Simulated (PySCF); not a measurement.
Sn(H)(F)(NH2)2 (FH5N2Sn), SMILES [NH2][SnH]([NH2])[F]. Geometry optimised at PBE-D3(BJ)/def2-SVP. The structure was generated by enumeration; whether it is a known compound was not checked. The def2 effective core potentials stand for the cores of Sn; spin–orbit coupling is left out. The values are those of a single conformer.

All values below come from PBE-D3(BJ)/def2-SVP run with PySCF.

Harmonic wavenumbers (cm⁻¹): 95, 123, 146, 174, 182, 490, 527, 534, 573, 581, 640, 654, 827, 864, 1486, 1496, 1886, 3407, 3412, 3507, 3508. Rotational constants (GHz): 4.310, 4.106, 2.668; symmetry number 1.

### Question
Work out the zero-point energy and the ideal-gas rigid-rotor harmonic-oscillator thermochemistry at 298.15 K and 1 atm.

### Answer
ZPE = ½ Σ hcν = ½ × 25113 cm⁻¹ = 150.21 kJ/mol. H − E(el) = 172.40 kJ/mol. Entropy in J/(mol K): translation 172.85, rotation 110.14, vibration 75.23, total 358.22. G − E(el) = 65.59 kJ/mol. Cp = 110.77 J/(mol K). Modes under 150 cm⁻¹ make the vibrational entropy uncertain.
